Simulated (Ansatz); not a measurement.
Total energies of [NbS4]3- (NbS₄³⁻) from Ansatz at PBE-D4/def2-TZVPD, gas phase (1 Eh = 27.2114 eV = 2625.5 kJ/mol). The reference geometry is relaxed at B3LYP-D4/def2-SVPD.

```csv
state,geometry,energy (Eh)
charge -3 singlet,reference,-1649.23621
charge -2 doublet,reference,-1649.40448
charge -2 doublet,relaxed at B3LYP-D4/def2-SVPD,-1649.40495
```

In the def2 sets Nb takes a core potential; there is no spin–orbit coupling. A multiply charged anion in the gas phase is held together partly by the finite basis. Removing one electron lowers the energy by 4.36 eV at PBE0-D4/def2-TZVPD, so it isn't bound.

Problem. Work out the vertical ionisation energy to the doublet.

Solution. E(charge -2 doublet) − E(charge -3 singlet) = -1649.40448 − (-1649.23621) = -0.16827 Eh = -4.58 eV. For comparison, −ε of the highest occupied level is -6.49 eV at this level, 1.91 eV less.

Problem. How much does the charge -2 doublet relax, and what is the adiabatic ionisation energy?

Solution. Relaxation: -1649.40448 − (-1649.40495) = 0.00047 Eh = 0.01 eV. Adiabatic ionisation energy: -0.16874 Eh = -4.59 eV, without zero-point energy. 

At PBE-D4/def2-TZVPD the highest occupied level of the charge -3 singlet lies above zero (up to 6.49 eV). By energy differences it is unbound by 4.58 eV (vertical, to the charge -2 doublet, at PBE-D4/def2-TZVPD) and held by the finite basis. At PBE-D4/def2-TZVPD the highest occupied level of the charge -2 doublet lies above zero (up to 2.58 eV). It is a level of β spin, whose loss leaves a triplet; that state wasn't run at this geometry and level. The electron is either unbound and held by the finite basis, or the level is raised by self-interaction error. At PBE-D4/def2-TZVPD the highest occupied level of the relaxed charge -2 doublet lies above zero (up to 2.69 eV). At PBE-D4/def2-TZVPD the gap within one spin of the charge -2 doublet nearly closes, so an electron or hole may be smeared out by delocalisation error. At PBE-D4/def2-TZVPD the gap within one spin of the relaxed charge -2 doublet nearly closes, so an electron or hole may be smeared out by delocalisation error.
